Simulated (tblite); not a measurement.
Compound: C7H7Cl.
SMILES: `C[C@]12[C@@H]3[C@H]1[C@H]1[C@@H]3[C@]12Cl`

Calculated harmonic vibrations of the isolated species, GFN2-xTB (tblite), most abundant isotopes, no scaling. Errors from tens to a few hundred cm⁻¹ against measured bands are possible.

Harmonic wavenumbers (cm⁻¹): 137.7, 153.1, 206.5, 276.6, 333.3, 430.9, 639.6, 640.1, 775.7, 847.0, 855.9, 889.2, 894.1, 909.7, 912.8, 936.7, 967.8, 982.7, 1011.2, 1022.5, 1063.1, 1088.5, 1118.9, 1152.3, 1188.8, 1210.3, 1260.0, 1379.4, 1397.4, 1470.6, 1471.3, 1485.9, 3011.2, 3019.5, 3029.5, 3110.5, 3120.8, 3125.2, 3132.0.

A = 2929, B = 1730, C = 1297 MHz; mass 126.024 u (most abundant isotopes); point group Cs, symmetry number 1.

Question: What is the zero-point energy?

Answer: ½Σν̃ = 25329 cm⁻¹ = 303.01 kJ/mol.

Question: Entropy at 200 K, 1 bar (ideal gas, RRHO, classical rotation)?

Answer: Translation 160.87, rotation 113.35, vibration 32.86: S = 307.1 J/(mol K).

Question: And Cp and H(200 K) − H(0)?

Answer: Cp = 81.71 J/(mol K), of which vibrations give 48.45 (their classical limit is 39 R = 324.3); H(200 K) − H(0) = 10.81 kJ/mol without the zero-point energy, 4.15 from vibrations.

Question: What must be added to the electronic energy to get the Gibbs energy at 200 K and 1 bar?

Answer: ZPE + [H(200 K) − H(0)] − T·S = 303.01 + 10.81 − 61.42 = 252.40 kJ/mol.

Question: How do the functions run with temperature in this model?

Answer: 
| T (K) | S (J/(mol K)) | Cp (J/(mol K)) | H − H(0) (kJ/mol) | G − H(0) (kJ/mol) | ln q(vib) |
| --- | --- | --- | --- | --- | --- |
| 150 | 285.8 | 67.2 | 7.10 | -35.78 | 0.86 |
| 250 | 327.2 | 99.3 | 15.32 | -66.47 | 2.10 |
| 298.15 | 346.2 | 117.9 | 20.54 | -82.68 | 2.77 |
| 400 | 386.4 | 156.5 | 34.55 | -119.99 | 4.32 |
| 600 | 461.4 | 213.4 | 71.97 | -204.89 | 7.70 |
| 900 | 558.3 | 263.0 | 144.17 | -358.34 | 12.89 |

q(vib) and H(0) count from the zero-point level.

Question: Blend soft modes into free rotors: weight 1/[1 + (100 cm⁻¹/ν̃)⁴] for the oscillator and the rest for a rotor with moment μB/(μ + B), μ = h/(8π²ν), B = 10⁻⁴⁴ kg m². What vibrational entropy results?

Answer: 33.15 J/(mol K) in place of 32.86, which changes −T·S at 200 K by -0.06 kJ/mol.

Question: Which modes carry the vibrational entropy at 200 K?

Answer: 137.7 cm⁻¹: 8.72; 153.1 cm⁻¹: 7.92; 206.5 cm⁻¹: 5.75; 276.6 cm⁻¹: 3.84; 333.3 cm⁻¹: 2.79; 430.9 cm⁻¹: 1.60 J/(mol K); the other 33 give 2.24 together.

Hindered rotation and anharmonicity are outside this model.
